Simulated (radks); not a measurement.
Question: Numerical settings for neutral chromium, [Ar] 3d5 4s1. Calculated with a radial shooting solver on a logarithmic mesh with Libxc functionals: scalar-relativistic Kohn-Sham, LDA (Slater exchange, Perdew-Wang correlation), spin-polarised, spherical densities, finite nucleus; open shells are filled with parallel spins first; Fermi nuclear charge, rms radius 3.6452 fm. The defaults (mesh step 0.008 in ln r, mesh end at 40 bohr or more with all orbitals vanishing there, Anderson mixing 0.5 over 9 steps, residual threshold near 1e-9 with the energy settled to 1e-9 hartree or 1e-11 of itself, here a cap of 62 iterations) give E = -1048.6657 hartree and 3d at -3.886 eV in 16 iterations. Run on one thread of a shared host, so times are rough (Arm Neoverse N1): 0.19 s of CPU time, 0.19 s wall, 16 iterations on 2381 mesh points. One setting is changed at a time: mesh step in ln r 0.02; mesh step in ln r 0.012; mesh step in ln r 0.003; mesh end (bohr) 1; mesh end (bohr) 3; residual threshold 0.1; residual threshold 0.001; mixing 0.05; linear mixing, mixing 0.2; linear mixing, mixing 1; mixing history 2; iteration cap 2. Which runs fail to converge, and which converge to a wrong energy?

Answer: Not converged within the cap: linear mixing, mixing 0.2; linear mixing, mixing 1; iteration cap 2. Settled on a wrong energy, with an occupied level pushed above zero by the early mesh end: mesh end (bohr) 1 (+107 hartree); mesh end (bohr) 3 (+1.2 hartree). Apart from these: no run marked as converged misses the energy by more than 1 mhartree.
